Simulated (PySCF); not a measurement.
**GeF: one state, many levels of theory**

State: ²Π (doublet), unpaired electrons π ↑. Set-up: PySCF, no relativity, basis sets Ge 6-31G(d,p), F 6-31G(d,p). De refers to Ge + F in their high-spin ground configurations, without counterpoise correction. The functionals are run spin-unrestricted. A positive dipole means Ge(−)F(+).

```json
{"Level": "UHF", "Re (Å)": "1.739", "ωe (cm⁻¹)": "719", "De (eV)": "3.20", "μ (D)": "-1.98", "CPU s a point (SCF and correlation, without the integrals)": "0.094"}
{"Level": "UHF-MP2", "Re (Å)": "1.757", "ωe (cm⁻¹)": "704", "De (eV)": "5.06", "μ (D)": "n/a", "CPU s a point (SCF and correlation, without the integrals)": "0.16"}
{"Level": "UHF-SCS-MP2", "Re (Å)": "1.759", "ωe (cm⁻¹)": "699", "De (eV)": "4.90", "μ (D)": "n/a", "CPU s a point (SCF and correlation, without the integrals)": "n/a"}
{"Level": "UHF-CCSD", "Re (Å)": "1.757", "ωe (cm⁻¹)": "701", "De (eV)": "4.70", "μ (D)": "n/a", "CPU s a point (SCF and correlation, without the integrals)": "n/a"}
{"Level": "UHF-CCSD(T)", "Re (Å)": "1.761", "ωe (cm⁻¹)": "694", "De (eV)": "4.79", "μ (D)": "n/a", "CPU s a point (SCF and correlation, without the integrals)": "4.6"}
{"Level": "PBE", "Re (Å)": "1.777", "ωe (cm⁻¹)": "660", "De (eV)": "5.53", "μ (D)": "-1.47", "CPU s a point (SCF and correlation, without the integrals)": "0.6"}
{"Level": "PBEsol", "Re (Å)": "1.763", "ωe (cm⁻¹)": "677", "De (eV)": "5.83", "μ (D)": "-1.40", "CPU s a point (SCF and correlation, without the integrals)": "0.46"}
{"Level": "TPSS", "Re (Å)": "1.771", "ωe (cm⁻¹)": "671", "De (eV)": "5.35", "μ (D)": "-1.47", "CPU s a point (SCF and correlation, without the integrals)": "0.9"}
{"Level": "r²SCAN", "Re (Å)": "1.758", "ωe (cm⁻¹)": "686", "De (eV)": "5.24", "μ (D)": "-1.52", "CPU s a point (SCF and correlation, without the integrals)": "0.85"}
{"Level": "PBE0", "Re (Å)": "1.755", "ωe (cm⁻¹)": "693", "De (eV)": "5.09", "μ (D)": "-1.65", "CPU s a point (SCF and correlation, without the integrals)": "0.87"}
{"Level": "MN15", "Re (Å)": "1.744", "ωe (cm⁻¹)": "715", "De (eV)": "5.24", "μ (D)": "-1.60", "CPU s a point (SCF and correlation, without the integrals)": "0.9"}
```

The bond length runs from 1.739 Å (UHF) to 1.777 Å (PBE). De spans 3.20 eV (UHF, mean field) to 5.83 eV (PBEsol, GGA). Correlation at CCSD(T) changes the Hartree–Fock bond energy by +1.59 eV; the triples alone change it by +0.09 eV.

Correlated steps freeze 10 core orbitals. Correlated levels converge slowly with the basis: in double zeta they bind strong bonds too weakly, by up to about 1 eV, and carry superposition errors of some tenths. Spin–orbit coupling is left out. The state was picked by a PBE0 search and need not be the measured ground state.

The whole job (state search and all levels along the bond) took about 1.8 min on 1 thread of Arm Neoverse V2 (shared host), peak memory 0.49 GiB.
